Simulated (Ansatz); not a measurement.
C4H7B (`C#CB(C)C`) at its PBE0-D4/def2-TZVP geometry, where that method's forces vanish. Charge 0, multiplicity 1.

```xyz
12

C     2.4749    0.7607    0.6405
C     1.3542    0.4150    0.3500
B    -0.0612   -0.0196   -0.0168
C    -1.0822   -0.3303    1.1264
C    -0.4548   -0.1424   -1.5253
H     3.4632    1.0659    0.8969
H    -1.8904   -0.9966    0.8159
H    -1.5545    0.6294    1.3852
H    -0.6250   -0.7007    2.0455
H    -0.2031   -1.1706   -1.8267
H     0.1058    0.5164   -2.1905
H    -1.5270   -0.0270   -1.7011
```

Task: What forces (eV/Å) does ωB97M-V/def2-TZVPP give on these atoms in the Gaussian-basis code of Ansatz? (Best estimate.)

Result: The calculation gave: 
```
C1  -0.189 -0.058 -0.049
C2   0.438  0.135  0.114
B3  -0.153 -0.050 -0.041
C4  -0.072 -0.013  0.072
C5  -0.028 -0.016 -0.098
H6  -0.080 -0.025 -0.021
H7   0.058  0.046  0.022
H8   0.034 -0.060 -0.022
H9  -0.029  0.024 -0.069
H10 -0.014  0.068  0.030
H11 -0.041 -0.043  0.051
H12  0.076 -0.007  0.011
```
